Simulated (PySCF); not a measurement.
Species: `O[C@]1(C(F)F)CCC(=S)C1`. The columns A, B, C and D hold Mulliken, IAO, Hirshfeld and ESP-fitted charges (e) of one PBE0/pcSseg-1 density (PySCF), in a shuffled order. Coordinates in Å (GFN2-xTB); the density's dipole moment is (1.84, -1.09, -1.39) D.

```
atom       x       y       z       A       B       C       D
  O1   0.866   0.926  -1.314  -0.545  -0.211  -0.642  -0.420
  C2   0.591   0.152  -0.173  +0.196  +0.066  +0.362  -0.278
  C3   1.929  -0.199   0.503  +0.423  +0.139  +0.047  +0.629
  F4   1.752  -0.963   1.604  -0.301  -0.088  -0.152  -0.295
  F5   2.540   0.940   0.923  -0.308  -0.103  -0.170  -0.310
  C6  -0.176  -1.102  -0.620  -0.277  -0.076  +0.168  -0.115
  C7  -1.631  -0.638  -0.684  -0.282  -0.073  -0.169  -0.076
  C8  -1.744   0.454   0.331  -0.022  +0.057  +0.156  -0.378
  S9  -3.124   1.123   0.841  -0.086  -0.136  -0.250  -0.052
 C10  -0.378   0.849   0.798  -0.307  -0.092  -0.213  +0.035
 H11   1.283   1.756  -1.052  +0.357  +0.164  +0.420  +0.237
 H12   2.620  -0.719  -0.176  +0.147  +0.050  +0.127  +0.104
 H13   0.196  -1.450  -1.582  +0.157  +0.048  -0.011  +0.141
 H14  -0.053  -1.888   0.124  +0.149  +0.041  -0.017  +0.140
 H15  -2.351  -1.436  -0.505  +0.170  +0.054  +0.058  +0.151
 H16  -1.852  -0.211  -1.666  +0.178  +0.058  +0.098  +0.167
 H17  -0.253   1.933   0.819  +0.171  +0.051  +0.079  +0.152
 H18  -0.225   0.481   1.816  +0.181  +0.052  +0.108  +0.167
```

**Question.** Which column most likely holds the ESP-fitted charges?

**Answer.** C. Σ q r misses the density's dipole by 0.07 D (C), 0.66 D (B), 1.30 D (A), 2.01 D (D). Charges fitted to the outside potential are the only set here that is tied to the molecule's multipoles.

**Question.** And the Hirshfeld charges?

**Answer.** B. The mean sizes are 0.087 e (B), 0.180 e (C), 0.214 e (D), 0.237 e (A), and Hirshfeld charges are commonly the smallest of these schemes.

As computed, A = IAO, B = Hirshfeld, C = ESP-fitted, D = Mulliken. Hydrogens on carbon: IAO +0.15 to +0.18, Hirshfeld +0.04 to +0.06, ESP-fitted -0.02 to +0.13, Mulliken +0.10 to +0.17 e.

The ESP scheme is a least-squares fit of atom-centred charges to the potential on four shells outside the van der Waals surface, with the total charge fixed. The Mulliken scheme counts on each atom the diagonal of the density matrix times the overlap matrix over that atom's basis functions.

One conformer (not necessarily the lowest) at the GFN2-xTB geometry, without solvent, vibrations or thermal averaging.
